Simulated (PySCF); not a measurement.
## The 5-electron isoelectronic series, spin-free X2C

All values are computed (PySCF 2.14, energy differences of UHF-based or UKS calculations, no spin-orbit coupling). Each ion has its own even-tempered basis scaled to its charge (19s12p6d5f4g for the first); frozen: nothing. Ionisation energies in eV, correlation energies of the ion in mhartree.

```csv
ion,configuration,UHF,LDA,PBE,PBE0,r2SCAN,MP2 (all electrons),E_corr MP2,"NIST (with spin-orbit, Breit and QED)"
Se²⁹⁺,[He] 2s2 2p1 (2P),3274.4,3271.1,3275.4,3275.4,3276.8,3273.7,-228.8,3301.8 ± 2.1 (s)
Br³⁰⁺,[He] 2s2 2p1 (2P),3491.6,3488.1,3492.6,3492.6,3494.1,3490.9,-231.2,3523.1 ± 2.2 (s)
Kr³¹⁺,[He] 2s2 2p1 (2P),3715.9,3712.3,3717.0,3716.9,3718.5,3715.2,-233.4,3752 ± 2.5 (s)
Rb³²⁺,[He] 2s2 2p1 (2P),3947.4,3943.6,3948.5,3948.4,3950.0,3946.7,-235.4,3988 ± 3 (s)
Sr³³⁺,[He] 2s2 2p1 (2P),4186.1,4182.1,4187.2,4187.1,4188.8,4185.3,-237.4,4232 ± 3 (s)
Zr³⁵⁺,[He] 2s2 2p1 (2P),4685.1,4680.7,4686.2,4686.1,4687.9,4684.3,-240.9,4744 ± 3 (s)
Nb³⁶⁺,[He] 2s2 2p1 (2P),4945.4,4940.9,4946.6,4946.5,4948.3,4944.6,-242.4,5011 ± 4 (s)
Mo³⁷⁺,[He] 2s2 2p1 (2P),5213.1,5208.4,5214.2,5214.1,5216.0,5212.3,-244.0,5287 ± 4 (s)
Tc³⁸⁺,[He] 2s2 2p1 (2P),5488.0,5483.1,5489.2,5489.1,5491.0,5487.2,-245.2,5570 ± 4 (s)
Ru³⁹⁺,[He] 2s2 2p1 (2P),5770.3,5765.2,5771.5,5771.4,5773.3,5769.5,-246.5,5861 ± 4 (s)
```

Each ion has its own basis, which adds noise of up to about 0.1 % along the series.

NIST values marked (s) are semi-empirical, (t) theoretical. Open shells are high-spin determinants of the terms that Hund's rules give.

MP2 underrates the 2s², 2p² near-degeneracy of four-electron ions.

Spin-orbit coupling of the open shells is absent from the calculated values and included in NIST's; it grows fast with Z.

At high Z the X2C-1e correlation energies are inflated by the missing two-electron picture change in the 1s pairs.
